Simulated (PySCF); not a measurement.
Job for PySCF: R-MP2/6-31G* on H2O (SMILES O) with ghost functions, monomers drawn apart or pushed together.

```python
from pyscf import gto, scf, dft, mp
from pyscf.data.elements import chemcore

mol = gto.M(
    atom='''
    O    -1.31469333    1.19444083    3.94971409
    H    -2.27642486    1.12208488    3.91120823
    H    -1.10994561    2.13331610    4.04049756
    ghost-Ga    0.39670289   -0.37607595    0.68515695
    ghost-H    1.88289631   -0.09762483    1.12264838
    ghost-H   -0.22924294   -1.81109929    0.85260488
    ghost-H   -0.28718893    0.62612580   -0.33037689
    ''',
    basis='6-31g*',
    cart=True,
    charge=0, spin=0, verbose=3, max_memory=1800)
mf = scf.RHF(mol)
mf.conv_tol = 1e-8
mf.max_cycle = 100
mf.kernel()
if not mf.converged:
    mf = mf.newton().run(mf.mo_coeff, mf.mo_occ)
pt = mp.MP2(mf, frozen=chemcore(mol)).run()
```

Program output:

```
converged SCF energy = -76.0113644364853
E(RMP2) = -76.1988550786619  E_corr = -0.187490642176536
E(SCS-RMP2) = -76.1947513336977  E_corr = -0.18338689721237
```

The run converged.

Cost: very roughly 0.4 core-seconds.
